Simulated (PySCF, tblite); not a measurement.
Compound: H7NSSi2.
Bonds: N1–Si2, Si2–S3, S3–Si4. Hydrogens: H5, H6 on N1; H7, H8 on Si2; H9, H10, H11 on Si4.

Computed with GFN2-xTB (tblite), gas phase: nudged elastic band of 9 images (0 to 8), spring 0.2 eV/Å², climbing image at the end, force threshold 0.05 eV/Å. No saddle search or frequency run followed, so the top image need not be a first-order saddle, and its height can exceed the method's true barrier by a kcal/mol or more.

Path: rotation about Si2–S3 (SiH2 silicon, sulfur bonded to 2 Si), followed by the dihedral N1–Si2–S3–Si4.

Image 0 (start, dihedral -61°):
```
atom  x, y, z in Å
N1     -1.629    0.431   -0.773
Si2    -1.180   -0.574    0.546
S3      0.628    0.265    1.361
Si4     2.060    0.193   -0.228
H5     -1.513    1.429   -0.687
H6     -2.472    0.224   -1.284
H7     -2.047   -0.620    1.717
H8     -0.916   -1.891   -0.018
H9      1.462   -0.468   -1.378
H10     3.194   -0.558    0.292
H11     2.419    1.572   -0.534
```

Image 8 (end, +0.042 eV, dihedral 68°):
```
atom  x, y, z in Å
N1     -1.561   -0.492   -1.076
Si2    -1.216   -0.497    0.600
S3      0.864   -1.040    0.781
Si4     1.964    0.603   -0.029
H5     -0.842   -0.368   -1.768
H6     -2.467   -0.238   -1.429
H7     -1.392    0.792    1.272
H8     -1.929   -1.575    1.265
H9      1.036    1.581   -0.588
H10     2.814    0.053   -1.076
H11     2.735    1.184    1.061
```

Q: What do the inner images look like?

A: 
Image 1: +0.007 eV, dihedral -45°
```
atom  x, y, z in Å
N1     -1.496    0.323   -0.812
Si2    -1.207   -0.607    0.605
S3      0.662    0.086    1.417
Si4     2.000    0.253   -0.247
H5     -1.246    1.299   -0.809
H6     -2.354    0.186   -1.321
H7     -2.109   -0.437    1.738
H8     -1.083   -1.990    0.166
H9      1.331   -0.209   -1.453
H10     3.156   -0.567    0.081
H11     2.351    1.665   -0.351
```

Image 2: +0.030 eV, dihedral -28°
```
atom  x, y, z in Å
N1     -1.428    0.203   -0.850
Si2    -1.239   -0.619    0.649
S3      0.710   -0.112    1.413
Si4     1.985    0.314   -0.255
H5     -1.083    1.146   -0.935
H6     -2.293    0.103   -1.353
H7     -2.116   -0.228    1.747
H8     -1.290   -2.042    0.348
H9      1.269    0.084   -1.500
H10     3.136   -0.566   -0.129
H11     2.354    1.719   -0.120
```

Image 3: +0.060 eV, dihedral -11°
```
atom  x, y, z in Å
N1     -1.430    0.076   -0.896
Si2    -1.268   -0.613    0.671
S3      0.758   -0.318    1.349
Si4     2.008    0.373   -0.247
H5     -1.026    0.980   -1.079
H6     -2.315   -0.009   -1.367
H7     -2.067   -0.015    1.738
H8     -1.488   -2.044    0.525
H9      1.280    0.402   -1.507
H10     3.133   -0.547   -0.310
H11     2.421    1.718    0.137
```

Image 4: +0.086 eV, dihedral 6°
```
atom  x, y, z in Å
N1     -1.461   -0.058   -0.941
Si2    -1.287   -0.601    0.678
S3      0.791   -0.495    1.255
Si4     2.027    0.434   -0.222
H5     -0.961    0.759   -1.254
H6     -2.375   -0.086   -1.361
H7     -1.991    0.172    1.702
H8     -1.633   -2.013    0.702
H9      1.283    0.735   -1.441
H10     3.099   -0.512   -0.485
H11     2.516    1.667    0.381
```

Image 5 (top): +0.089 eV, dihedral 22°
```
atom  x, y, z in Å
N1     -1.470   -0.177   -0.976
Si2    -1.290   -0.585    0.680
S3      0.813   -0.647    1.172
Si4     2.011    0.486   -0.185
H5     -0.854    0.491   -1.409
H6     -2.394   -0.109   -1.368
H7     -1.898    0.341    1.636
H8     -1.736   -1.958    0.859
H9      1.217    1.016   -1.291
H10     3.018   -0.442   -0.676
H11     2.588    1.587    0.573
```

Image 6: +0.072 eV, dihedral 38°
```
atom  x, y, z in Å
N1     -1.455   -0.285   -1.008
Si2    -1.270   -0.559    0.673
S3      0.836   -0.816    1.077
Si4     1.969    0.523   -0.140
H5     -0.752    0.206   -1.535
H6     -2.368   -0.135   -1.401
H7     -1.747    0.518    1.544
H8     -1.835   -1.855    1.006
H9      1.092    1.240   -1.064
H10     2.906   -0.312   -0.875
H11     2.629    1.478    0.738
```

Image 7: +0.052 eV, dihedral 53°
```
atom  x, y, z in Å
N1     -1.468   -0.377   -1.041
Si2    -1.238   -0.523    0.649
S3      0.853   -0.964    0.948
Si4     1.939    0.553   -0.090
H5     -0.733   -0.058   -1.649
H6     -2.375   -0.200   -1.434
H7     -1.559    0.679    1.422
H8     -1.903   -1.714    1.145
H9      0.999    1.407   -0.812
H10     2.821   -0.137   -1.020
H11     2.670    1.335    0.896
```

The largest changes of bonds and angles from start to top: Si2–S3 2.154 → 2.161 Å, Si4–H9 1.456 → 1.462 Å, Si2–H7 1.458 → 1.464 Å, S3–Si4 2.140 → 2.136 Å, Si2–S3–Si4 105.5 → 112.7°, S3–Si2–H8 110.3 → 104.1°, S3–Si2–H7 102.0 → 105.9°. GFN2-xTB torsional profiles can miss by a kcal/mol or more and can put conformers in the wrong order.

Q: What do single points at PBE0/pcSseg-1 (PySCF, no dispersion term) give on some images?

A: 
```json
{"image": "0", "GFN2-xTB E (eV)": "0.000", "DFT E (eV)": "0.000", "HOMO (eV)": "-7.25", "LUMO (eV)": "0.05", "dipole (D)": "2.40"}
{"image": "2", "GFN2-xTB E (eV)": "0.030", "DFT E (eV)": "0.101", "HOMO (eV)": "-7.16", "LUMO (eV)": "0.02", "dipole (D)": "2.74"}
{"image": "5", "GFN2-xTB E (eV)": "0.089", "DFT E (eV)": "0.177", "HOMO (eV)": "-7.11", "LUMO (eV)": "-0.10", "dipole (D)": "2.86"}
{"image": "6", "GFN2-xTB E (eV)": "0.072", "DFT E (eV)": "0.154", "HOMO (eV)": "-7.17", "LUMO (eV)": "-0.06", "dipole (D)": "2.83"}
{"image": "8", "GFN2-xTB E (eV)": "0.042", "DFT E (eV)": "0.082", "HOMO (eV)": "-7.26", "LUMO (eV)": "-0.05", "dipole (D)": "2.75"}
```

Energies count from image 0 at each level. At the GFN2-xTB top the DFT energy is 4.1 kcal/mol against 2.1; the geometries weren't optimised at the DFT level.

The cost below is that of the whole band run. Rough CPU time on one thread of a shared machine: about 9 s.
